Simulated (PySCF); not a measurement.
# Spinor energies of Sr (strontium, neutral)

Start: [Kr] 5s2. Calculated with PySCF 2.14 in x2c-TZVPPall-2c with one added diffuse shell each of s, p, d, f type (9s10p8d3f1g, 109 functions): generalised Hartree-Fock with the X2C-1e Hamiltonian and a Gaussian nucleus; spin-orbit coupling (SO) screened by Boettger's factors.

| spinor shell | electrons | ε, screened SO (eV) | weight of nominal j (screened SO) | rms radius, screened SO (bohr) |
| --- | --- | --- | --- | --- |
| 1s1/2 | 2 | -16196.9 | 1.000 | 0.0451 |
| 2s1/2 | 2 | -2261.3 | 1.000 | 0.187 |
| 2p1/2 | 2 | -2050.8 | 1.000 | 0.164 |
| 2p3/2 | 4 | -1981.3 | 1.000 | 0.167 |
| 3s1/2 | 2 | -379.66 | 1.000 | 0.524 |
| 3p1/2 | 2 | -301.49 | 1.000 | 0.528 |
| 3p3/2 | 4 | -290.31 | 1.000 | 0.539 |
| 3d3/2 | 4 | -153.18 | 1.000 | 0.545 |
| 3d5/2 | 6 | -151.25 | 1.000 | 0.548 |
| 4s1/2 | 2 | -53.014 | 1.000 | 1.45 |
| 4p1/2 | 2 | -30.670 | 1.000 | 1.66 |
| 5s1/2 | 2 | -4.933 | 1.000 | 4.88 |

**Question.** Where does 4p3/2 lie, and what is the 4p spin-orbit splitting (screened SO)?

**Answer.** At -29.382 eV, 1.288 eV above 4p1/2.

| quantity | screened SO |
| --- | --- |
| E (hartree) | -3177.44073 |
| M_J | 0 |
| ⟨J²⟩ | 0.000 |
| ⟨L²⟩ | 0.006 |
| ⟨S²⟩ | 0.006 |

Breit and QED terms are absent; they matter most for the inner s and p1/2 levels.

Densities and radii are taken from the X2C orbitals without a picture-change correction, which distorts them close to the nucleus.
